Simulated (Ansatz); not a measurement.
`[SiH3]N([SiH3])[SiH2]Cl`. The species carries charge 0 and has multiplicity 1.

| atom | x (Å) | y (Å) | z (Å) |
| --- | --- | --- | --- |
| Si1 | -1.255 | 1.198 | 0.112 |
| N2 | 0.012 | 0.018 | -0.095 |
| Si3 | -0.407 | -1.612 | -0.547 |
| Si4 | 1.641 | 0.409 | 0.272 |
| Cl5 | 1.950 | 0.554 | 2.302 |
| H6 | -0.606 | 2.501 | 0.407 |
| H7 | -2.160 | 0.828 | 1.230 |
| H8 | -2.063 | 1.305 | -1.130 |
| H9 | 0.069 | -1.932 | -1.917 |
| H10 | 0.186 | -2.588 | 0.402 |
| H11 | -1.890 | -1.711 | -0.510 |
| H12 | 2.503 | -0.687 | -0.228 |
| H13 | 2.020 | 1.719 | -0.298 |

Question: List the harmonic frequencies (cm⁻¹, unscaled) at PBE0-D4/def2-TZVP in Ansatz. (An estimate is asked.)

Answer: The calculation gave: 37, 60, 86, 116, 161, 183, 271, 485, 556, 593, 669, 686, 693, 724, 742, 883, 934, 936, 941, 944, 957, 963, 993, 1006, 1034, 2222, 2226, 2227, 2231, 2232, 2237, 2247, 2263.

Question: Is this a minimum?

Answer: Yes, all 33 modes are real.

Question: Give the ideal-gas thermochemistry at 298.15 K and 1 bar (rigid rotor, harmonic oscillator; point group C1, symmetry number 1).

Answer: Zero-point energy 200.6 kJ/mol; H(298) − E = 227.3 kJ/mol; entropy 407.6 J/(mol·K), of which translation 170.6, rotation 121.7, vibration 115.3; G(298) − E = 105.8 kJ/mol. Modes under 100 cm⁻¹ are hindered rotations or soft bends, so the harmonic entropy is rough.

Question: And at 400, 500, 600, 800 and 1000 K?

Answer: 
| T (K) | H − E (kJ/mol) | S (J/mol/K) | G − E (kJ/mol) |
| --- | --- | --- | --- |
| 400 | 243.0 | 452.7 | 61.9 |
| 500 | 261.0 | 492.8 | 14.6 |
| 600 | 281.1 | 529.3 | -36.5 |
| 800 | 325.7 | 593.4 | -149.0 |
| 1000 | 374.8 | 648.1 | -273.2 |

Question: Rotational constants (cm⁻¹)?

Answer: 0.08437, 0.04046, 0.03206.
